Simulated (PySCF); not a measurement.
## How good is the calculation?

Bonds (- single, = double, # triple, : aromatic): O1=C2, C2-C3, C3-C4, C4:C5, C5:C6, C6:C7, C7:C8, C8:C9, C9:C4. C2 carries H10; C3 carries H11, H12; C5 carries H13; C6 carries H14; C7 carries H15; C8 carries H16; C9 carries H17.

Published estimates (parent shift plus substituent increments) and measurements: δ 13C C5/C9 129.8; C6/C8 129.0; C7 127.4 ppm (estimated from measurements, as parent shift plus tabulated substituent increment; solution, not stated per compound (mostly CDCl3 or CCl4); Pretsch, Buehlmann, Badertscher, Structure Determination of Organic Compounds, 4th ed. (2009)).

[PySCF 2.14.0 with density-fitted response routines: structure optimised with GFN2-xTB; shielding tensors at PBE0/pcSseg-1 (GIAO); in vacuum; non-relativistic Hamiltonian; one conformer; rapidly exchanging positions averaged]

Q: What does the calculation give, and how does it compare?

A: 
Reference values: estimated from measurements, as parent shift plus tabulated substituent increment (solution, not stated per compound (mostly CDCl3 or CCl4); Pretsch, Buehlmann, Badertscher, Structure Determination of Organic Compounds, 4th ed. (2009)).
```csv
atoms,quantity,reference,computed,"computed, scaled"
C5/C9,δ 13C,129.8,135.5,129.8
C6/C8,δ 13C,129.0,135.2,129.5
C7,δ 13C,127.4,133.0,127.4
```

Computed shifts are σ(ref) − σ with the named reference compound (TMS for H and C) calculated as an isolated molecule at the same level. The measured values may be among those fitted. Expected solution values come from regression of measured δ (H and C: mostly CDCl3, vs TMS) on computed σ: 13C (scatter 2.1 ppm rms, 2.3 ppm with the 13 outliers that the fit left out). A few per cent of atoms miss by over 2 rms, more outside the fitted compound classes.

Q: How far are the unscaled 13C shifts from the references?

A: Mean signed difference +5.83 ppm, mean absolute 5.83 ppm over 3 comparisons; the largest is +6.2 ppm at C6/C8 (aromatic CH).
